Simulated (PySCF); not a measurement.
Computed shifts of a molecule C3H7BO2, PySCF with PBE/pcSseg-1, GIAO, gas phase, equivalent atoms averaged, in ppm (number of nuclei): ¹³C: 68.6 (1), 38.4 (1), 35.6 (1). ¹H: 6.11 (1), 4.64 (1), 2.05 (1), 1.93 (1), 1.70 (1), 1.53 (1), 0.89 (1). References: ¹⁷O against H2O (σ = 334.3 ppm); ¹¹B against BF3 (σ = 83.9 ppm); ¹³C against TMS (σ = 182.0 ppm); ¹H against TMS (σ = 31.49 ppm), references at their B3LYP-D3(BJ)/def2-TZVP geometries, non-relativistic. Geometry optimised at B3LYP-D3(BJ)/def2-SVP. One conformer was computed; it need not be the lowest.

### Question
Which molecule gave these data?
A. CB(O)C(C)=O
B. OB1CCCO1
C. OB1CC(O)C1
D. C[C@@H]1COB1O

### Answer
C, OB1CC(O)C1
